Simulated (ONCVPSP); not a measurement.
**Before and after: ONCV potential for As**

- Element: arsenic
- Generator: ONCVPSP 4.0.1
- Type: optimised norm-conserving Vanderbilt (ONCV)
- Functional: PBEsol
- Relativity: scalar-relativistic
- Frozen core: [Ne]
- Valence charge: 23
- Reference configuration: 3s2 3p6 3d10 4s2 4p1 (charge +2)
- Partial waves: 3s+4s: rc 0.85 bohr, ncon 4, nbas 8, qcut 15.6 1/bohr, 2 projectors; 3p+4p: rc 1.00 bohr, ncon 4, nbas 9, qcut 12 1/bohr, 3 projectors, debl 1.9 Ha; 3d: rc 1.10 bohr, ncon 4, nbas 9, qcut 15.7 1/bohr, 3 projectors, debl 1.6 Ha
- Local potential: polynomial inside 0.80 bohr (lpopt 5, dvloc0 0 Ha)
- Core correction: none

In the d channel the program set the typed energies aside and used -2.277, 0.250, 1.850 Ha.

Change: s: qcut 19.8.

Cutoffs: the cutoffs (Ha) at which the residual kinetic energy of the hardest occupied pseudo-wave falls to 1 and 0.1 mHa per electron; they do not see the model core or the augmentation charge, which bear on the density cutoff. Errors are all-electron minus pseudo energies relative to the spin-unpolarised reference configuration.

Task: What does the change do?

Result: The potential gets harder (94 Ha and 105 Ha → 115 Ha and 136 Ha); of the 4 tests that both files solve, the error grows in 1 and shrinks in 1 by more than 15 % and 0.3 meV (median size 1.1 → 1.3 meV); neither file shows a bound ghost. The waves are optimised to have the least kinetic energy above qcut, so the cutoff follows it (qcut²/2 in Ha).

| quantity | base | changed |
| --- | --- | --- |
| cutoff, loose | 94 Ha | 115 Ha |
| cutoff, tight | 105 Ha | 136 Ha |
| loose cutoff by channel | s 88 Ha, p 59 Ha, d 94 Ha | s 115 Ha, p 59 Ha, d 94 Ha |
| bound ghosts | none | none |
| GHOST(+) flags under 300 eV | none | none |
| largest miss of a reference level, eV | 0.03 | 0.10 |
| error for 3s2 3p6 3d10 4s2 4p3, meV [ΔE -27.10 eV] | +1.3 | +1.0 |
| error for 3s2 3p6 3d10 4s2 4p2, meV [ΔE -17.94 eV] | +0.9 | +0.9 |
| error for 3s2 3p6 3d10 4s2 4p0, meV [ΔE 27.72 eV] | -1.6 | -1.7 |
| error for 3s2 3p6 3d10 4s1 4p3, meV [ΔE -7.83 eV] | +0.1 | -15 |
| s: phases at 0.86 bohr within 0.05 rad from the reference energy up to (Ha; the scan ends near 5) | to the end of the scan | to the end of the scan |
| p: phases at 1.02 bohr within 0.05 rad from the reference energy up to (Ha; the scan ends near 5) | to the end of the scan | to the end of the scan |
| d: phases at 1.12 bohr within 0.05 rad from the reference energy up to (Ha; the scan ends near 5) | to the end of the scan | to the end of the scan |
